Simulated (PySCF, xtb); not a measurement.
FH3SeSi. Atoms are numbered in the order given.

```xyz
6

Se     0.4294    -0.5453     0.0000
F     -1.2315    -1.2396     0.0000
Si    -0.1944     1.6657     0.0000
H     -0.9689     2.0205     1.2249
H     -0.9689     2.0205    -1.2249
H      1.1440     2.3349     0.0000
```

The structure is a stationary point at PBE-D3(BJ)/def2-TZVP.

Calculation: PySCF with IEF-PCM-B3LYP/def2-SVP.

The values are the electrostatic part of the solvation free energy, E(continuum) − E(gas) at the gas-phase geometry, in a cavity of scaled van der Waals radii (PySCF's table); cavitation and dispersion terms are not included. In vacuum the orbital gap is 4.44 eV. The dipole moment in vacuum is 2.24 D.

Computed values in water (ε = 78.36), chlorobenzene (ε = 5.70), acetone (ε = 20.49):
| solvent | ε | ΔG(elec) (kcal/mol) | dipole (D) | gap (eV) |
|---|---|---|---|---|
| water | 78.36 | -2.5 | 2.89 | 4.49 |
| chlorobenzene | 5.70 | -1.9 | 2.73 | 4.47 |
| acetone | 20.49 | -2.4 | 2.85 | 4.49 |

For comparison, GFN2-xTB/ALPB(water) (xtb, at the GFN2-xTB geometry, all terms of that model) gives -1.5 kcal/mol.
